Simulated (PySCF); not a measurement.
PySCF job for AlH4, SMILES [AlH4-], charge -1, PBE0/pcSseg-2. Geometry optimised at PBE0-D3(BJ)/def2-TZVPD. The isomer is the one that the SMILES or the coordinates give; other isomers of the formula were not compared.

```python
import numpy as np
from pyscf import gto, scf, dft
from pyscf.prop.nmr import rks as nmr

mol = gto.M(
    atom='''
    Al   -0.00000000   -0.00000000    0.00000000
    H     0.95060665    0.95060666    0.95060666
    H    -0.95060665    0.95060666   -0.95060666
    H    -0.95060666   -0.95060665    0.95060665
    H     0.95060666   -0.95060666   -0.95060665
    ''',
    basis='pcSseg-2',
    charge=-1,
    spin=0,
    max_memory=1600,
    verbose=3,
)
mf = dft.RKS(mol, xc='pbe0')
mf.grids.level = 3
mf.conv_tol = 1e-10
mf.max_cycle = 100
mf.kernel()
n = nmr.NMR(mf)
n.verbose = 2
n.max_cycle_cphf = 60
sigma = n.kernel()
print('atom   isotropic/ppm   span/ppm')
for i, s in enumerate(sigma):
    w = np.linalg.eigvalsh((s + s.T) / 2)
    print(f'{mol.atom_symbol(i):2s}{i + 1:3d} {w.mean():14.3f} {w[2] - w[0]:11.3f}')
```

Output:

```
converged SCF energy = -244.732212571783
atom   isotropic/ppm   span/ppm
Al  1        485.296       0.000
H   2         28.062       4.799
H   3         28.062       4.799
H   4         28.062       4.799
H   5         28.062       4.799
```

The calculation finished and met its thresholds.

Cost: about 8 core-seconds (a rough figure).
